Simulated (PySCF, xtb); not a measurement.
p-cresol (C₇H₈O), SMILES c1cc(O)ccc1C.

xtb 6.7.1 with GFN2-xTB at its own geometry gives an orbital gap of 4.20 eV and a dipole moment of 1.59 D.

Geometry: ωB97X-D3(BJ)/def2-SVP. One conformer was computed; it need not be the lowest.

### Question
What does CAM-B3LYP/def2-TZVP run with PySCF give? (The exact figures need the calculation; the answer reports its results.)

### Answer
gap 8.25 eV (levels -7.46 and 0.79 eV), dipole 1.33 D.
